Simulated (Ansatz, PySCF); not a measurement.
Reaction (SMILES): N[SiH3] → [NH][SiH3] + H atom (the H-N bond at the site shown breaks; other sites are not compared here)
Structures are relaxed separately at B3LYP-D3(BJ)/def2-TZVP in Ansatz (a quantum-chemistry and plane-wave program). Frequencies are from Ansatz or PySCF.

Property: bond dissociation energy (enthalpy at 298 K, with B3LYP-D3(BJ) rigid-rotor harmonic-oscillator terms), in kcal/mol. Correlated levels leave the core frozen unless marked. Open shells are spin-unrestricted. Spin-orbit coupling is left out. Non-relativistic. CBS(X,Y): correlation extrapolated as X^-3; Hartree-Fock from the larger set. [CCSD(T)-MP2]/basis is that difference in the basis named.

| level | program | bond dissociation energy (kcal/mol) |
|---|---|---|
| HF/6-31G | Ansatz | 83.4 |
| HF/aug-cc-pV(Q+d)Z | Ansatz | 80.1 |

### Question
Predict the RI-MP2/CBS(aug-cc-pV(T+d)Z,aug-cc-pV(Q+d)Z)+[CCSD(T)-MP2]/aug-cc-pV(T+d)Z result (Ansatz).

### Answer
111.1 kcal/mol, so HF/aug-cc-pV(Q+d)Z differs from it by -31.0 kcal/mol.
